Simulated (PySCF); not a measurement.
**Correlation energy of S⁺ (sulfur, charge +1)**

[Ne] 3s2 3p3, high-spin 4S determinant. All numbers are calculated (PySCF 2.14, scalar relativity by spin-free X2C-1e, in x2c-SVPall (4s3p1d, 18 functions)). Frozen: [Ne]; 5 electrons correlated.

MP2 pair energies summed by pair of shells (mhartree):

| pair | energy | share (%) |
| --- | --- | --- |
| 3s-3p | -44.03 | 64.4 |
| 3p-3p | -16.25 | 23.8 |
| 3s-3s | -8.07 | 11.8 |

Total MP2 correlation energy: -68.36 mhartree.

Same-spin part -18.38 and opposite-spin part -49.97 mhartree; SCS-MP2 scales them by 1/3 and 6/5 to -66.10 mhartree.

```
  level  correlation energy (mhartree)
   CCSD                         -86.66
    (T)                          -0.95
CCSD(T)                         -87.61
```

Diagnostics: T1 = 0.0031, D1 = 0.0062, largest double amplitude 0.061.

Cost of the coupled-cluster step: 0.11 s of wall time on 1 thread of Neoverse-N1 (shared host), for 5 correlated electrons.

Iterations:

```
CC2 = 0
CCSD nocc = (np.int64(4), np.int64(1)), nmo = (13, 13)
frozen orbitals [[0, 1, 2, 3, 4], [0, 1, 2, 3, 4]]
max_cycle = 100
direct = 0
conv_tol = 1e-08
conv_tol_normt = 1e-06
diis_space = 8
diis_start_cycle = 0
Init t2, MP2 energy = -0.0683552468964562
Init E_corr(UCCSD) = -0.0683552469199362
cycle = 1  E_corr(UCCSD) = -0.0826167460064585  dE = -0.0142614991  norm(t1,t2) = 0.0383758
cycle = 2  E_corr(UCCSD) = -0.0856241466408319  dE = -0.00300740063  norm(t1,t2) = 0.0103158
cycle = 3  E_corr(UCCSD) = -0.0866727784405497  dE = -0.0010486318  norm(t1,t2) = 0.00334245
cycle = 4  E_corr(UCCSD) = -0.0866539440901528  dE = 1.88343504e-05  norm(t1,t2) = 0.000357815
cycle = 5  E_corr(UCCSD) = -0.0866556700664987  dE = -1.72597635e-06  norm(t1,t2) = 5.22812e-05
cycle = 6  E_corr(UCCSD) = -0.0866551436212104  dE = 5.26445288e-07  norm(t1,t2) = 1.10659e-05
cycle = 7  E_corr(UCCSD) = -0.0866554012841009  dE = -2.5766289e-07  norm(t1,t2) = 1.08414e-06
cycle = 8  E_corr(UCCSD) = -0.0866553336197586  dE = 6.76643422e-08  norm(t1,t2) = 1.74876e-07
cycle = 9  E_corr(UCCSD) = -0.0866553380672568  dE = -4.44749816e-09  norm(t1,t2) = 2.27119e-08
UCCSD converged
E(UCCSD) = -398.1843772848851  E_corr = -0.08665533806725681
UCCSD(T) correction = -0.000947530614166922
```
